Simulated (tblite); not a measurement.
A tight-binding relaxation on `C=C[SiH2]CBC1CCC1`.

Computed with GFN2-xTB geometry optimisation, gas phase (tblite 0.8.0). Start geometry: from a force field or distance geometry. The input is one job of a driver script: a line of settings, then coordinates in Å.

Command:
```bash
OMP_NUM_THREADS=1 python probes_run.py task.json out
```

Input:
```
{"job": {"kind": "relax", "xc": "GFN2-xTB", "basis": "xTB"}, "charge": 0, "multiplicity": 1}
C      4.764200    -0.356700     0.070000
C      3.426200    -0.462600     0.047300
Si     2.287600     0.869800    -0.382500
C      0.577800     0.279100    -0.815600
B     -0.185000    -0.420500     0.387000
C     -1.731500    -0.131400     0.532200
C     -2.671000    -1.152400    -0.056700
C     -3.608000     0.026400    -0.320100
C     -2.323000     0.846000    -0.451500
H      5.271400     0.569500    -0.182800
H      5.321100    -1.235200     0.353000
H      2.995100    -1.438800     0.333100
H      2.828100     1.548000    -1.579800
H      2.287900     1.881200     0.684800
H     -0.018600     1.186200    -1.087000
H      0.567000    -0.383400    -1.705300
H      0.347300    -1.174900     1.132400
H     -1.990900     0.165300     1.580200
H     -2.331700    -1.657100    -0.971500
H     -3.063000    -1.889100     0.668000
H     -4.267400     0.286300     0.514200
H     -4.102200     0.000200    -1.331800
H     -1.976900     0.779900    -1.473600
H     -2.416400     1.884200    -0.103000
```

Output:
```
step      E/eV     max force
  0    -693.63922    2.680
  1    -693.96249    1.328
  2    -694.04572    0.850
  3    -694.12733    0.647
  4    -694.17539    0.521
  5    -694.20022    0.363
  6    -694.21785    0.263
  7    -694.23697    0.263
  8    -694.25153    0.250
  9    -694.26189    0.212
... (99 lines left out)
109    -694.51567    0.020
110    -694.51573    0.020
111    -694.51578    0.017
112    -694.51582    0.020
113    -694.51586    0.014
114    -694.51588    0.011
115    -694.51591    0.011
116    -694.51594    0.010
117    -694.51596    0.010
118    -694.51599    0.010
```

«max force» is the largest atomic force in eV/Å.

**Question.** From which step on does the largest force stay under 0.1 eV/Å, and how much energy is left to gain from there?

**Answer.** From step 70 (0.088 eV/Å), 24.1 meV above the end.

Main results: energy lowered by 20.2 kcal/mol over 118 steps; largest atomic force 0.010 eV/Å at the end.

**Question.** Give the final coordinates.

**Answer.** 0.664 Å rms from the input after alignment:
```
atom  x, y, z in Å
C1     4.5902   -0.3260    0.1599
C2     3.2814   -0.3581    0.3585
Si3    2.0681    0.9529   -0.2386
C4     0.7132    0.1375   -1.3266
B5    -0.1924   -0.7583   -0.4417
C6    -1.4500   -0.1776    0.3135
C7    -2.7268   -1.0518    0.3919
C8    -3.5232    0.0512   -0.3187
C9    -2.2882    0.9622   -0.3102
H10    5.0612    0.4875   -0.3681
H11    5.2549   -1.1016    0.5100
H12    2.8682   -1.2049    0.8949
H13    2.7834    1.9470   -1.0535
H14    1.4629    1.6243    0.9225
H15    0.1825    0.9596   -1.8046
H16    1.2333   -0.4164   -2.1079
H17    0.0942   -1.8834   -0.2572
H18   -1.1024    0.0955    1.3167
H19   -2.6660   -1.9920   -0.1532
H20   -3.0686   -1.2613    1.4043
H21   -4.3785    0.4303    0.2386
H22   -3.8567   -0.2245   -1.3178
H23   -1.9617    1.2872   -1.2967
H24   -2.3909    1.8405    0.3249
```

**Question.** Estimate the wall time. Hardware: one thread of an Arm Neoverse V2, on a shared host.

**Answer.** About 1.0 s.
Labels such as C1 count atoms from 1, the log's own numbers from 0.
